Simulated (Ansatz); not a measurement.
The Te1–H2 bond of CH4Te (SMILES C[TeH]) is stretched (multiplicity 1, the rest rigid).
Geometry at rest (charge 0, multiplicity 1):
```xyz
6

Te     0.0120     0.2353     0.2318
H     -0.3430     1.3648    -0.9364
C     -0.0305    -1.4190    -1.1661
H      0.7315    -1.2755    -1.9253
H     -1.0182    -1.4980    -1.6087
H      0.1882    -2.3118    -0.5851
```

Cores are frozen in the correlated methods. Filled d and f shells under p-block atoms count as core.

The values were computed with Ansatz (Gaussian orbitals).  In def2 rows elements past Kr take small-core potentials, without spin–orbit coupling.

Energies above the point at 1.663 Å (the B3LYP-D3(BJ) bond length), FIC-MRCISD+Q on CASSCF(2,2)/def2-TZVPP (kcal/mol): 6.76 at 1.497 Å; 4.28 at 1.830 Å; 71.85 at 5.322 Å.

Q: Take the last value as the depth D of a Morse curve D(1 − e^(−a(R − R₀)))², fit a and R₀ to the two near points, and test it at 2.245 and 2.911 Å.

A: 
With D = 71.8, both near points (counted from the curve's value at 1.663 Å) are met by a = 1.65 Å⁻¹ and R₀ = 1.659 Å, so k = 2Da² = 390 kcal/(mol Å²). The curve then gives 27.6 and 54.7 kcal/mol; the level itself gives 29.5 and 60.0, so Morse is off by -1.9 and -5.3.

Ansatz is a first-principles code.
